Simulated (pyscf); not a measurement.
Single points on ωB97X-D3(BJ)/def2-SVP structures (PySCF, gas phase). Correlated levels are frozen-core, on RHF or UHF. ΔMP2 is the change of the MP2 total energy from the triple- to the quadruple-zeta basis.

### Question
How much does it cost (ΔH, 298 K, CCSD(T)/def2-TZVPP + ΔMP2(QZVPP)) to split F–Si(F)(F)–Br at its Br–Si bond into F–Si•(F)–F + Br•?

### Answer
Br–Si to F–Si•(F)–F + Br•: 435.5 kJ/mol. The CCSD(T) − MP2 part came from Ansatz, without density fitting, on the same reference. The frozen core leaves the outer d or s,p core shells of the metals and heavy elements correlated in the MP2 and CC values, and def2-TZVPP describes them poorly, which can shift differences by a few kcal/mol. Left out: the spin-orbit lowering of Br, which is large for Br, Se, Te and I. Elements up to Kr have no core potential and no relativistic terms here.
